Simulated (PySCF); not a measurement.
C2H11O2Si3 (doublet state).
Numbering: `[CH3:1][CH:2][O:3][Si@@H:4]([SiH3:5])[O:6][SiH3:7]` (hydrogens: H8, H9, H10 on C1; H11 on C2; H12 on Si4; H13, H14, H15 on Si5; H16, H17, H18 on Si7)

Structure used (GFN2-xTB), in Å, numbered top down from 1:
```
atom  x, y, z in Å
C1    -2.748   -0.875    0.162
C2    -1.624   -1.564    0.830
O3    -0.353   -1.244    0.549
Si4    0.360   -0.223   -0.499
Si5   -0.314    1.956   -0.217
O6     1.929   -0.387   -0.140
Si7    3.414   -0.104    0.424
H8    -2.826    0.175    0.478
H9    -3.685   -1.373    0.392
H10   -2.597   -0.868   -0.919
H11   -1.753   -2.094    1.758
H12    0.269   -0.802   -1.847
H13   -1.498    2.265   -1.035
H14    0.715    2.936   -0.584
H15   -0.712    2.291    1.161
H16    4.071   -1.406    0.486
H17    4.042    0.797   -0.543
H18    3.301    0.526    1.739
```

The hyperfine couplings belong to this conformer and change with its torsions.

The calculation used PySCF 2.14.0, UKS B3LYP, pcH-1 on C H O Si, non-relativistic, mean-field spin-orbit, GIAO. The structure is a single GFN2-xTB conformer in the gas phase; no vibrational or solvent corrections. The geometry wasn't refined by DFT: couplings that depend on bond lengths, twists or pyramidal angles can differ widely from those at the functional's own minimum. The SCF solution wasn't tested for stability.

(1) The isotropic 13C couplings are +126.1, -27.9 MHz. Assign them to C1; C2.

(2) Match the computed a_iso(29Si) values -13.9, +2.0 MHz with the sites Si4; Si5.

Results:

(1) 
```json
{"site": "C1", "a_iso (MHz)": "-27.9", "ρ(0) (bohr⁻³)": "-0.0248", "position": "1 bond from C2", "distance from C2 (Å)": "1.48", "spin population": "-0.08", "largest |T| (MHz)": "2.9"}
{"site": "C2", "a_iso (MHz)": "+126.1", "ρ(0) (bohr⁻³)": "+0.1123", "position": "largest spin population", "distance from C2 (Å)": "0.00", "spin population": "+0.92", "largest |T| (MHz)": "158.5"}
```

(2) 
```csv
site,a_iso (MHz),ρ(0) (bohr⁻³),position,distance from C2 (Å),spin population,largest |T| (MHz)
Si4,+2.0,-0.0022,2 bonds from C2,2.74,+0.01,1.9
Si5,-13.9,+0.0156,3 bonds from C2,3.90,+0.01,1.3
```

ρ(0) is the spin density at the nucleus and T the dipolar tensor; a_iso includes a spin–orbit part; entries for several nuclei are means. Largest spin populations (Mulliken): C2 (+0.92), O3 (+0.08), C1 (-0.08) and H8 (+0.07). No atom but C2 exceeds +0.15. The positive populations add up to 1.12 and the negative ones to -0.12, together 2S = 1. The angles at C2 add up to 357.2°, so it is nearly planar; its axial dipolar tensor and the negative coupling of its proton fit spin in a p orbital normal to that plane.

β density exceeds α density at some nuclei, such as C1 (-0.0248), H11 (-0.0120) and Si4 (-0.0022), spin density in bohr⁻³. In a single determinant that takes different orbitals for the two spins, that is spin polarisation.

Class means assume fast exchange of nuclei equivalent by connectivity; if that motion is slow, each nucleus keeps its own coupling. The three 1H nuclei of mean +70.0 MHz run from 11.0 to 136.1 MHz in the frozen geometry.
